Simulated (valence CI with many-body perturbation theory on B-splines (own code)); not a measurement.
O³⁺: electric-dipole lines

Computed by valence CI with perturbative core correlation (CI+MBPT): three valence electrons over a frozen Dirac-Fock core [He], a basis of 11 s, 11 p, 10 d, 8 f, 5 g, 2 h functions for each j, with the one-electron correlation potential Σ1 (screened to all orders), the two-electron term Σ2, the three-electron term Σ3, Breit, model QED; selected single and double excitations, second order for the rest, scaled by the run's own slope (own B-spline code, finite nucleus).

Against 55 measured levels this calculation errs by 115 cm⁻¹ on average and by 261 at most. These come from a selection out of Moore, Selected Tables of Atomic Spectra, NSRDS-NBS 3, section 10. Levels without a partner in it may be off by more.

Lines 201 to 250 of 587 in falling wavelength, among levels below 586020 cm⁻¹, chosen from the strongest by gf and those to the six lowest levels. Wavelengths and rates use the calculated energies, so an error of 100 cm⁻¹ moves a line at 2504 Å by 0.25 % and its rate by three times that or more. Electric multipoles are in the length gauge, E1 and E2 with the static RPA response of the core. Weak lines are less certain than strong ones. Lines between different terms over intervals too small for the method are left out, as are lines whose strength nearly cancels. Where a level lies close to another of its J and parity, the split of strength between their lines is uncertain. The highest levels of a list are the least certain.

Names give the largest LS component (configuration and term), which can be under half, so a name can repeat, a term be missing and a line seem to break the LS rules; names also repeat where a configuration has a term twice. Letters in brackets count levels of one name in rising energy.

| λ vac (Å) | λ from measured levels | Upper | Lower | A (s⁻¹) | S (a.u.) |
| --- | --- | --- | --- | --- | --- |
| 2520 |  | 2s2p3p ⁴P_3/2 | 2s2p3s ⁴P°_5/2 | 1.28e+08 | 4.04e+00 |
| 2512 |  | 2s2p3p ⁴P_5/2 | 2s2p3s ⁴P°_5/2 | 1.91e+08 | 8.97e+00 |
| 2510 |  | 2s2p3p ⁴P_1/2 | 2s2p3s ⁴P°_3/2 | 2.26e+08 | 3.53e+00 |
| 2505 |  | 2s2p3p ⁴P_3/2 | 2s2p3s ⁴P°_3/2 | 3.42e+07 | 1.06e+00 |
| 2504 | 2511 | 2s2p3p ²S_1/2 [a] | 2s2p3s ²P°_3/2 [a] | 1.11e+08 | 1.73e+00 |
| 2502 |  | 2s2p3p ⁴P_1/2 | 2s2p3s ⁴P°_1/2 | 4.48e+07 | 6.92e-01 |
| 2496 |  | 2s2p3p ⁴P_5/2 | 2s2p3s ⁴P°_3/2 | 8.04e+07 | 3.70e+00 |
| 2496 |  | 2s2p3p ⁴P_3/2 | 2s2p3s ⁴P°_1/2 | 1.09e+08 | 3.35e+00 |
| 2488 | 2495 | 2s2p3p ²S_1/2 [a] | 2s2p3s ²P°_1/2 [a] | 5.55e+07 | 8.44e-01 |
| 2469 | 2485 | 2s2p3p ²S_1/2 [b] | 2s2p3d ²P°_3/2 [a] | 4.29e+07 | 6.37e-01 |
| 2458 |  | 2s²5g ²G_7/2 | 2s²4f ²F°_7/2 | 3.83e+07 | 2.25e+00 |
| 2458 |  | 2s²5g ²G_9/2 | 2s²4f ²F°_7/2 | 1.07e+09 | 7.86e+01 |
| 2458 |  | 2s²5g ²G_7/2 | 2s²4f ²F°_5/2 | 1.04e+09 | 6.10e+01 |
| 2380 |  | 2s²5f ²F°_5/2 | 2s²4d ²D_5/2 | 4.34e+07 | 1.73e+00 |
| 2380 |  | 2s²5f ²F°_7/2 | 2s²4d ²D_5/2 | 6.51e+08 | 3.46e+01 |
| 2379 |  | 2s²5f ²F°_5/2 | 2s²4d ²D_3/2 | 6.08e+08 | 2.42e+01 |
| 2330 |  | 2s²5g ²G_9/2 | 2s2p3d ²F°_7/2 [a] | 2.47e+07 | 1.54e+00 |
| 2318 |  | 2s²5g ²G_7/2 | 2s2p3d ²F°_5/2 [a] | 1.73e+07 | 8.48e-01 |
| 2128 | 2133 | 2s2p3d ²P°_3/2 [a] | 2s2p3p ²P_3/2 [a] | 1.26e+08 | 2.40e+00 |
| 2123 | 2128 | 2s2p3d ²P°_3/2 [a] | 2s2p3p ²P_1/2 [a] | 2.43e+07 | 4.58e-01 |
| 2121 | 2126 | 2s2p3d ²P°_1/2 [a] | 2s2p3p ²P_3/2 [a] | 4.94e+07 | 4.65e-01 |
| 2116 | 2121 | 2s2p3d ²P°_1/2 [a] | 2s2p3p ²P_1/2 [a] | 9.82e+07 | 9.19e-01 |
| 1938 | 1947 | 2s2p3s ²P°_3/2 [b] | 2s2p3p ²P_3/2 [a] | 2.70e+07 | 3.88e-01 |
| 1923 | 1923 | 2s²5d ²D_3/2 | 2s²4p ²P°_3/2 | 4.00e+07 | 5.61e-01 |
| 1923 | 1923 | 2s²5d ²D_5/2 | 2s²4p ²P°_3/2 | 2.39e+08 | 5.04e+00 |
| 1921 | 1922 | 2s²5d ²D_3/2 | 2s²4p ²P°_1/2 | 1.99e+08 | 2.78e+00 |
| 1739 | 1739 | 2s²4d ²D_5/2 | 2s2p3s ²P°_3/2 [a] | 8.69e+07 | 1.35e+00 |
| 1731 | 1731 | 2s²4d ²D_3/2 | 2s2p3s ²P°_1/2 [a] | 7.26e+07 | 7.44e-01 |
| 1673 |  | 2s²6p ²P°_1/2 | 2s²4d ²D_3/2 | 7.78e+07 | 3.60e-01 |
| 1671 |  | 2s²6p ²P°_3/2 | 2s²4d ²D_5/2 | 7.11e+07 | 6.55e-01 |
| 1647 |  | 2s2p3d ²F°_7/2 [b] | 2s²4d ²D_5/2 | 8.90e+07 | 1.57e+00 |
| 1647 |  | 2s2p3d ²F°_5/2 [b] | 2s²4d ²D_3/2 | 8.31e+07 | 1.10e+00 |
| 1639 |  | 2s2p4p ²P_3/2 | 2s2p3d ²P°_3/2 [a] | 5.35e+07 | 4.65e-01 |
| 1639 | 1640 | 2s²5p ²P°_1/2 | 2s²4s ²S_1/2 | 7.12e+07 | 3.10e-01 |
| 1639 | 1639 | 2s²5p ²P°_3/2 | 2s²4s ²S_1/2 | 7.08e+07 | 6.15e-01 |
| 1608 |  | 2s²6g ²G_9/2 | 2s²4f ²F°_7/2 | 3.52e+08 | 7.23e+00 |
| 1608 |  | 2s²6g ²G_7/2 | 2s²4f ²F°_5/2 | 3.42e+08 | 5.61e+00 |
| 1524 |  | 2s2p4p ²D_3/2 | 2s2p3s ²P°_1/2 [b] | 9.67e+07 | 6.76e-01 |
| 1519 |  | 2s2p4p ²D_5/2 | 2s2p3s ²P°_3/2 [b] | 1.17e+08 | 1.22e+00 |
| 1472 |  | 2s²6f ²F°_7/2 | 2s²4d ²D_5/2 | 1.83e+08 | 2.30e+00 |
| 1471 |  | 2s²6f ²F°_5/2 | 2s²4d ²D_3/2 | 1.70e+08 | 1.61e+00 |
| 1457 |  | 2s²6s ²S_1/2 | 2s²4p ²P°_3/2 | 1.74e+08 | 5.29e-01 |
| 1456 |  | 2s²6s ²S_1/2 | 2s²4p ²P°_1/2 | 8.65e+07 | 2.64e-01 |
| 1358 |  | 2s2p4p ²P_1/2 | 2s2p3d ²D°_3/2 [a] | 2.76e+08 | 6.82e-01 |
| 1357 |  | 2s2p4p ²D_5/2 | 2s2p3d ²F°_7/2 [a] | 2.98e+08 | 2.21e+00 |
| 1357 |  | 2s2p4p ²D_3/2 | 2s2p3d ²F°_5/2 [a] | 3.16e+08 | 1.56e+00 |
| 1356 |  | 2s2p4p ²P_3/2 | 2s2p3d ²D°_5/2 [a] | 2.48e+08 | 1.22e+00 |
| 1346 | 1344 | 2p³ ²D°_5/2 | 2s2p² ²P_3/2 | 2.55e+08 | 1.84e+00 |
| 1345 |  | 2s²6d ²D_5/2 | 2s²4p ²P°_3/2 | 1.79e+08 | 1.29e+00 |
| 1344 |  | 2s²6d ²D_3/2 | 2s²4p ²P°_1/2 | 1.50e+08 | 7.17e-01 |
